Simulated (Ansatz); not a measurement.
The first iterations of a band of a periodic cell of 63 atoms, Si62C (host Si, host structure diamond, dopant C, one Si atom removed).

The calculation used DFT PBE, scalar-relativistic, plane waves, PAW (Ansatz). Settings: PAW set soft_1, cutoff 420 eV, k mesh 1x1x1, fermi-dirac smearing 0.02 eV, no spin polarisation.

```
movable images  : 5
climbing image  : yes
spring          : 5.0 eV/Å²
optimiser       : quadratic models (default)
start path      : IDPP
force threshold : 0.05 eV/Å
iteration limit : 80
end points      : relaxed
```

Image 0:

```xyz
63
Lattice="10.8600 0.0000 0.0000 0.0000 10.8600 0.0000 0.0000 0.0000 10.8600" Properties=species:S:1:pos:R:3
Si 5.412 0.013 0.058
Si 6.787 1.351 1.412
Si 8.155 2.700 -0.003
Si 9.512 4.072 1.366
Si 8.147 -0.075 2.791
Si 9.504 1.345 4.076
Si -0.035 -0.056 0.059
Si 1.356 1.331 1.365
Si 2.718 2.707 0.003
Si 4.095 4.069 1.364
Si 5.483 5.461 0.060
Si 6.893 6.788 1.465
Si 8.148 8.138 0.012
Si 9.498 9.392 1.465
Si 2.662 -0.056 2.756
Si 4.083 1.343 4.061
Si 5.482 2.764 2.756
Si 6.894 4.169 4.081
Si 8.439 5.555 2.849
C 9.890 6.396 3.691
Si 5.423 0.003 5.489
Si 6.764 1.409 6.817
Si 8.148 2.717 5.433
Si 9.499 4.170 6.687
Si 8.091 0.006 8.159
Si 9.520 1.343 9.499
Si 0.016 5.410 -0.005
Si 1.353 6.774 1.367
Si 2.725 8.130 -0.003
Si 4.074 9.499 1.411
Si 0.016 2.702 2.704
Si 1.355 4.071 4.069
Si 2.725 5.409 2.703
Si 4.081 6.782 4.076
Si 5.501 8.140 2.792
Si 6.825 9.462 4.262
Si -0.067 -0.072 5.432
Si 1.311 1.353 6.795
Si 2.725 2.700 5.425
Si 4.072 4.115 6.795
Si 5.497 5.493 5.432
Si 6.813 6.955 6.763
Si 9.328 9.472 6.761
Si 2.663 0.013 8.169
Si 4.067 1.358 9.514
Si 5.411 2.763 8.170
Si 6.787 4.115 9.508
Si 8.147 5.494 8.080
Si 9.503 6.782 9.498
Si -0.129 7.846 2.849
Si 1.257 9.392 4.082
Si -0.128 5.554 5.141
Si 1.255 6.787 6.687
Si 2.708 8.138 5.433
Si 4.017 9.522 6.816
Si -0.035 2.764 8.099
Si 1.357 4.069 9.486
Si 2.661 5.461 8.099
Si 4.082 6.765 9.499
Si 5.420 8.195 8.160
Si 6.765 9.521 9.563
Si -0.070 8.139 8.080
Si 1.310 9.499 9.508
```

Image 6:

Only the atoms that move by more than 0.05 Å are listed.
```
Si2 6.825 1.305 1.408
Si4 9.558 4.061 1.346
Si7 0.003 -0.051 0.001
Si11 5.481 5.427 0.001
Si12 6.857 6.793 1.429
Si14 9.497 9.433 1.429
Si15 2.714 -0.051 2.712
Si17 5.481 2.716 2.712
Si19 8.320 5.457 2.742
C20 7.754 8.536 5.821
Si21 5.433 -0.003 5.440
Si27 0.026 5.404 -0.056
Si30 4.125 9.465 1.408
Si32 1.369 4.061 4.017
Si36 6.915 9.375 4.371
Si37 -0.109 -0.100 5.428
Si38 1.307 1.305 6.750
Si40 4.125 4.123 6.750
Si41 5.530 5.539 5.428
Si42 6.915 7.086 6.660
Si43 9.204 9.375 6.660
Si47 6.825 4.123 9.450
Si48 8.147 5.539 8.045
Si50 -0.027 7.970 2.742
Si52 -0.027 5.457 5.255
Si56 0.003 2.716 8.094
Si58 2.714 5.427 8.094
Si62 -0.109 8.143 8.045
Si63 1.307 9.465 9.450
```

| iteration | highest image above the first end (eV) | largest band force component (eV/Å) |
| --- | --- | --- |
| 1 | 5.016 | 2.030 |
| 2 | 4.026 | 1.124 |
| 3 | 3.873 | 1.240 |
| 4 | 3.860 | 0.314 |
| 5 | 3.853 | 0.080 |
| 6 | 3.802 | 0.231 |

Question: Does the band converge within its limit, and where does its top end?

Answer: It converged. It ended after 20 iterations with the highest image 2.917 eV above the first end. Neighbouring images differ by up to 1.4 eV, so the band resolves the path poorly. By the program's own check the climbing image is a first-order saddle point (lowest curvatures found: -3.66 and 0.50 eV/Å²). Limits of this set-up: coarse k mesh.

The run took 17 min on 4 threads of Arm Neoverse V1, on a shared host, peak memory 3.8 GiB.
